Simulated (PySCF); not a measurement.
In(Br)(OH)2 (BrH2InO2), SMILES [OH][In]([OH])[Br].

The structure is a stationary point at B3LYP-D3(BJ)/def2-SVP. The structure was generated by enumeration; whether it is a known compound was not checked. The def2 effective core potentials stand for the cores of In; spin–orbit coupling is left out. One conformer was computed; it need not be the lowest.

The numbers are results of TDA-PBE/def2-SVPD (PySCF 2.14.0), not measurements.

Vertical excitations. Isolated molecule, no solvent. State labels are in the subgroup Cs.

| state | symmetry | energy (eV) | λ (nm) | f | main pairs |
|---|---|---|---|---|---|
| S1 | A" | 3.96 | 313 | 0.000 | HOMO−1→LUMO 100 % |
| S2 | A" | 4.01 | 309 | 0.000 | HOMO−2→LUMO 100 % |
| S3 | A' | 4.04 | 307 | 0.020 | HOMO→LUMO 95 % |
| S4 | A" | 4.60 | 270 | 0.040 | HOMO−3→LUMO 99 % |
| S5 | A' | 5.14 | 241 | 0.049 | HOMO−4→LUMO 62 %, HOMO−1→LUMO+1 27 % |
| S6 | A' | 5.33 | 233 | 0.042 | HOMO−5→LUMO 56 %, HOMO−2→LUMO+1 33 % |
| S7 | A" | 5.48 | 226 | 0.000 | HOMO→LUMO+1 100 % |
| S8 | A' | 6.02 | 206 | 0.104 | HOMO−2→LUMO+1 36 %, HOMO−3→LUMO+1 26 %, HOMO−6→LUMO 17 %, HOMO−5→LUMO 10 % |
| S9 | A" | 6.30 | 197 | 0.000 | HOMO−4→LUMO+1 100 % |
| S10 | A' | 6.38 | 194 | 0.172 | HOMO−1→LUMO+1 46 %, HOMO−4→LUMO 16 % |
| T1 | A" | 3.63 | 341 | 0 | HOMO−1→LUMO 100 % |
| T2 | A' | 3.64 | 340 | 0 | HOMO→LUMO 99 % |
| T3 | A" | 3.71 | 334 | 0 | HOMO−2→LUMO 99 % |
| T4 | A" | 4.16 | 298 | 0 | HOMO−3→LUMO 99 % |
Triplets are in the Tamm–Dancoff approximation.
